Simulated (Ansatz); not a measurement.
System: PO (charge 0, doublet). 
Geometry from a B3LYP-D3(BJ)/def2-TZVP (Ansatz, a quantum-chemistry and plane-wave program) optimisation:
```
P
O 1 1.4798
```
Charge 0, spin multiplicity 2.

Quantity: vertical electron affinity (to the triplet state of charge -1; a negative value means that the extra electron is unbound and the number depends on the basis; each state is the SCF solution reached for its spin), in eV. Correlated levels leave the core frozen unless marked. UHF or UKS for open shells. No spin-orbit coupling. No relativistic terms. Anions need diffuse functions: aug- sets have them; def2-D sets add few. CBS(X,Y): correlation extrapolated as X^-3; Hartree-Fock from the larger set.

```tsv
level	program	vertical electron affinity (eV)
SVWN5/def2-TZVPD	Ansatz	1.03
r2SCAN/def2-TZVPD	Ansatz	?
B3LYP/def2-TZVPD	Ansatz	0.99
PBE0/def2-TZVPD	Ansatz	1.04
BHLYP/def2-TZVPD	Ansatz	0.98
CAM-B3LYP/def2-TZVPD	Ansatz	1.03
wB97M-V/def2-TZVPD	Ansatz	?
wB97X-V/def2-TZVPD	Ansatz	?
wB97X/def2-TZVPD	Ansatz	0.98
CCSD/def2-SVPD	Ansatz	?
CCSD/aug-cc-pV(T+d)Z	Ansatz	0.99
CCSD/def2-TZVPPD	Ansatz	0.83
CCSD/def2-QZVPPD	Ansatz	0.95
CCSD(T)/CBS(aug-cc-pV(T+d)Z,aug-cc-pV(Q+d)Z)	Ansatz	1.04
```

### Question
Fill in the missing entries.

### Answer

- r2SCAN/def2-TZVPD, vertical electron affinity (eV): 1.09
- wB97M-V/def2-TZVPD, vertical electron affinity (eV): 0.84
- wB97X-V/def2-TZVPD, vertical electron affinity (eV): 0.92
- CCSD/def2-SVPD, vertical electron affinity (eV): 0.51
